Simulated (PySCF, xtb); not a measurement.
Cs(F) cation (CsF), SMILES [F][Cs] (connectivity only; charge and spin as stated), charge +1, multiplicity 2.

Harmonic wavenumbers (cm⁻¹) from GFN2-xTB in xtb at its own minimum, in rising order: 68.

What does PBE-D3(BJ)/def2-TZVPD run with PySCF give at its own minimum? (The exact figures need the calculation; the answer reports its results.)

52. Paired by order, the mean absolute difference is 16 cm⁻¹ and the zero-point energies are 0.1 and 0.1 kcal/mol.
